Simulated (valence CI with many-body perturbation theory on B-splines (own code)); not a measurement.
## Level structure of Pt46+

Computed by configuration interaction combined with many-body perturbation theory (CI+MBPT): four valence electrons over a frozen Dirac-Fock core [Ar] 3d10, radial functions for each j: 11 s, 11 p, 10 d, 8 f, 5 g, 2 h, with the one-electron correlation potential Σ1, the two-electron term Σ2, the three-electron term Σ3, Breit, model QED; selected CI, second order for the rest, scaled by the run's own slope (own B-spline code, finite nucleus).

The last digits are not significant, and no measured levels were compared; by estimate large intervals hold to a few tenths of a per cent, small ones and those within an open d or f shell to about a per cent. Among the levels kept, up to 410 cm⁻¹ of a level comes from second order outside the variational space, and about a tenth of that is noise between levels of different J, which matters for small intervals.

Levels 136 to 180 of 187, with energies above the lowest level, (4s^2 4p1/2^2) J=0. "Leading %" is the weight of the configuration and term that name the level; weights of strongly mixed levels are sums over their largest components and can fall short. In the jj column 3d3/2^4 stands for four electrons in 3d with j = 3/2. Lifetimes count E1, E2, E3, M1 and M2 decay at the calculated energies, and are blank where another channel may lead or the interval is too uncertain; long ones can be off by a factor of two.

```tsv
No.	Configuration	Term	J	E (eV)	Leading %	Lifetime	Second component	g	Leading jj
136	4s.4p2.4f	5G°	3	731.93	26	1.39 ps	18 % 4s.4p2.4f 3D°	1.091	4s 4p1/2 4p3/2 4f5/2 (68 %)
137	4s.4p.4d2	3P°	0	732.86	36	2.08 ps	26 % 4s.4p.4d2 1S°		4s 4p1/2 4d3/2 4d5/2 (78 %)
138	4s.4p2.4f	5G°	4	733.32	19	1.00e+03 fs	11 % 4s.4p.4d2 5D°	1.234	4s 4p1/2 4d3/2 4d5/2 (43 %)
139	4s.4p2.4f	5F°	2	734.71	25	1.58 ps	16 % 4s.4p2.4f 5D°	0.982	4s 4p1/2 4p3/2 4f5/2 (68 %)
140	4s.4p.4d2	5D°	3	735.50	20	637 fs	12 % 4s.4p.4d2 5F°	1.188	4s 4p1/2 4d3/2 4d5/2 (66 %)
141	4s.4p2.4f	5F°	1	736.14	65	1.78 ps	6 % 4s.4p.4d2 3D°	0.295	4s 4p1/2 4p3/2 4f5/2 (82 %)
142	4s.4p2.4f	5G°	4	736.95	30	1.53 ps	24 % 4s.4p2.4f 3G°	1.162	4s 4p1/2 4p3/2 4f5/2 (45 %)
143	4s.4p2.4f	3G°	4	737.86	28	3.11 ps	15 % 4s.4p2.4f 5D°	1.155	4s 4p1/2 4p3/2 4f5/2 (36 %)
144	4s.4p.4d2	5D°	2	738.45	17	573 fs	8 % 4s.4p.4d2 5S°	1.240	4s 4p1/2 4d3/2 4d5/2 (73 %)
145	4s.4p2.4f	5F°	3	739.06	16	1.34 ps	15 % 4s.4p.4d2 3G°	1.091	4s 4p1/2 4p3/2 4f7/2 (47 %)
146	4s.4p2.4f	5G°	5	739.68	52	3.23 ps	30 % 4s.4p2.4f 5F°	1.279	4s 4p1/2 4p3/2 4f7/2 (94 %)
147	4s.4p.4d2	5S°	2	742.85	12	575 fs	10 % 4s.4p2.4f 3F°	1.246	4s 4p1/2 4d3/2 4d5/2 (63 %)
148	4s.4p2.4f	3G°	3	743.33	21	1.06 ps	19 % 4s.4p2.4f 5D°	1.145	4s 4p1/2 4p3/2 4f7/2 (41 %)
149	4s.4p.4d2	5D°	4	744.81	25	1.33 ps	14 % 4s.4p2.4f 1G°	1.216	4s 4p1/2 4d5/2^2 (35 %)
150	4s.4p2.4f	3G°	5	745.57	47	1.99 ps	25 % 4s.4p2.4f 5F°	1.228	4s 4p1/2 4p3/2 4f7/2 (56 %)
151	4s.4p.4d2	3D°	1	745.83	15	677 fs	13 % 4s.4p2.4f 3D°	0.945	4s 4p1/2 4d3/2 4d5/2 (55 %)
152	4s.4p2.4f	3F°	3	746.76	29	943 fs	9 % 4s.4p2.4f 5F°	1.111	4s 4p1/2 4p3/2 4f5/2 (62 %)
153	4s.4p2.4f	3D°	2	747.72	31	2.15 ps	19 % 4s.4p2.4f 3F°	0.991	4s 4p1/2 4p3/2 4f7/2 (64 %)
154	4s.4p.4d2	5G°	5	748.64	20	2.12 ps	16 % 4s.4p.4d2 5F°	1.205	4s 4p1/2 4d5/2^2 (53 %)
155	4s.4p2.4f	3H°	6	748.83	57	3.99 ps	41 % 4s.4p2.4f 5G°	1.231	4s 4p1/2 4p3/2 4f7/2 (96 %)
156	4s.4p2.4f	3F°	4	749.08	30	1.47 ps	16 % 4s.4p2.4f 5F°	1.229	4s 4p1/2 4p3/2 4f7/2 (60 %)
157	4s.4p2.4f	3P°	0	749.33	52	2.09 ps	43 % 4s.4p2.4f 5D°		4s 4p1/2 4p3/2 4f5/2 (92 %)
158	4s.4p2.4f	5D°	2	749.35	28	1.04 ps	20 % 4s.4p2.4f 3D°	1.250	4s 4p1/2 4p3/2 4f5/2 (50 %)
159	4s.4p2.4f	3P°	1	749.69	32	1.09 ps	31 % 4s.4p2.4f 5D°	1.253	4s 4p1/2 4p3/2 4f5/2 (65 %)
160	4s.4p2.4f	3G°	3	750.45	54	1.12 ps	16 % 4s.4p2.4f 3D°	0.942	4s 4p1/2 4p3/2 4f5/2 (57 %)
161	4s.4p2.4f	1F°	3	752.95	33	1.93 ps	14 % 4s.4p2.4f 3F°	1.053	4s 4p1/2 4p3/2 4f7/2 (49 %)
162	4s.4p2.4f	3F°	2	754.32	18	1.16 ps	14 % 4s.4p2.4f 1D°	1.118	4s 4p1/2 4d5/2^2 (40 %)
163	4s.4p2.4f	3H°	4	754.92	25	1.36 ps	17 % 4s.4p2.4f 3G°	1.062	4s 4p1/2 4p3/2 4f5/2 (44 %)
164	4s.4p2.4f	3F°	2	755.15	37	1.02 ps	20 % 4s.4p2.4f 1D°	0.777	4s 4p1/2 4p3/2 4f5/2 (75 %)
165	4s.4p2.4f	1D°	2	757.69	30	1.34 ps	17 % 4s.4p2.4f 3D°	1.019	4s 4p1/2 4p3/2 4f7/2 (46 %)
166	4p4	3P	0	757.89	55	295 fs	31 % 4p4 1S		4p3/2^4 (86 %)
167	4s.4p2.4f	3D°	1	758.93	34	1.48 ps	14 % 4s.4p2.4f 1P°	1.113	4s 4p1/2 4p3/2 4f7/2 (54 %)
168	4s.4p2.4f	3D°	3	759.20	54	978 fs	7 % 4s.4p2.4f 5G°	1.202	4s 4p1/2 4p3/2 4f7/2 (63 %)
169	4s.4p2.4f	3F°	2	759.27	26	992 fs	9 % 4s.4p2.4f 3D°	1.090	4s 4p1/2 4d5/2^2 (30 %)
170	4s.4p.4d2	3G°	4	759.54	13	1.55 ps	12 % 4s.4p2.4f 1G°	1.114	4s 4p1/2 4p3/2 4f7/2 (49 %)
171	4s.4p.4d2	5D°	3	760.90	11	1.13 ps	10 % 4s.4p2.4f 1F°	1.188	4s 4p1/2 4d5/2^2 (57 %)
172	4s.4p2.4f	3D°	1	760.94	42	1.00 ps	26 % 4s.4p2.4f 1P°	0.783	4s 4p1/2 4p3/2 4f5/2 (74 %)
173	4s.4p2.4f	3F°	3	762.31	15	915 fs	9 % 4s.4p.4d2 3F°	1.141	4s 4p1/2 4d5/2^2 (40 %)
174	4s.4p2.4f	1H°	5	762.68	42	1.46 ps	30 % 4s.4p2.4f 3G°	1.085	4s 4p1/2 4p3/2 4f7/2 (82 %)
175	4s.4p2.4f	3F°	4	763.65	34	944 fs	30 % 4s.4p2.4f 3G°	1.157	4s 4p1/2 4p3/2 4f7/2 (78 %)
176	4s.4p2.4f	3F°	4	765.38	16	962 fs	16 % 4s.4p2.4f 3G°	1.170	4s 4p1/2 4p3/2 4f7/2 (36 %)
177	4s.4p.4d2	3P°	0	766.98	61	1.26 ps	14 % 4s.4p.4d2 5D°		4s 4p1/2 4d5/2^2 (76 %)
178	4p3.4d	3F°	2	767.83	10	1.11 ps	9 % 4s.4p2.4f 3P°	1.019	4s 4p1/2 4d5/2^2 (30 %)
179	4p3.4d	3F°	2	768.36	18	777 fs	17 % 4p3.4d 3D°	1.008	4p1/2 4p3/2^2 4d3/2 (50 %)
180	4s.4p2.4f	3G°	5	768.51	22	1.27 ps	17 % 4s.4p2.4f 3H°	1.140	4s 4p1/2 4p3/2 4f7/2 (35 %)
```

Where two levels of one J and parity lie close, their mixing, g and order are uncertain.
